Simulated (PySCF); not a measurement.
Working out the ionisation energy of Br

Br [Ar] 3d10 4s2 4p5 (2P) → Br⁺ [Ar] 3d10 4s2 4p4 (3P). All numbers are calculated (PySCF 2.14, no relativity, point nucleus, in 6-31G*). Frozen: [Ar] 3d10. Energies in hartree (1 hartree = 27.21139 eV):

```tsv
part	Br (lower)	Br⁺ (upper)
UHF	-2572.083809	-2571.688044
CCSD correlation	-0.104719	-0.087239
(T)	-0.001255	-0.000954
```

Task: What does Hartree-Fock give?

Result: (-2571.688044) − (-2572.083809) = 0.395765 hartree = 10.769 eV.

Task: What do CCSD and CCSD(T) give?

Result: The CCSD correlation energies differ by 0.017480 hartree = 0.476 eV and the triples by 0.000301 hartree = 0.008 eV, so CCSD gives 11.245 eV and CCSD(T) 11.253 eV.

Measured between the centres of the two terms (NIST): 11.844 eV, so CCSD(T) (valence) is off by -0.591 eV.

The calculation is non-relativistic.

What remains against the reference includes basis incompleteness, the frozen core and higher excitations.
